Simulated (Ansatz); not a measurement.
Ge₃O₄⁺, relaxed as a doublet with UKS r2SCAN-D4/def2-SVP in Ansatz, starting from the GFN1-xTB geometry. Force threshold 0.02 eV/Å.

The relaxation made no stability test and no search for a lower SCF solution. Another isomer (doublet) lies 1.15 eV lower at PBE0-D4/def2-TZVP; other spin states weren't run for this one.

Start:

```xyz
7

Ge    0.681    0.084    1.568
Ge   -2.398    0.259   -2.642
Ge    0.715   -0.404   -0.934
O     0.670    0.395    3.136
O     0.300   -1.346    0.567
O     1.034    1.052    0.110
O    -1.003   -0.039   -1.805
```

Estimate the energy that the relaxation releases and the steps that it takes.

12.0 kJ/mol, in 6 steps; 36 s on 4 threads of Arm Neoverse V1 on a shared host. No frequencies were taken in this run, so the end may be a saddle point.

Does the start keep its bonding and symmetry?

By distances, no bond broke or formed. The bond that changes most is Ge3–O7, from 1.96 to 1.88 Å (atoms count from 1). Point group Cs at the start, Cs at the end, both within 0.05 Å.

Predict the relaxed structure.


```xyz
7

Ge    0.700    0.089    1.613
Ge   -2.395    0.244   -2.670
Ge    0.664   -0.391   -0.950
O     0.716    0.389    3.206
O     0.272   -1.323    0.541
O     1.009    1.041    0.089
O    -0.966   -0.049   -1.830
```
Bond lengths: 7 × Ge–O 1.62 to 1.88 Å; 1 × Ge–Ge 2.61 Å.
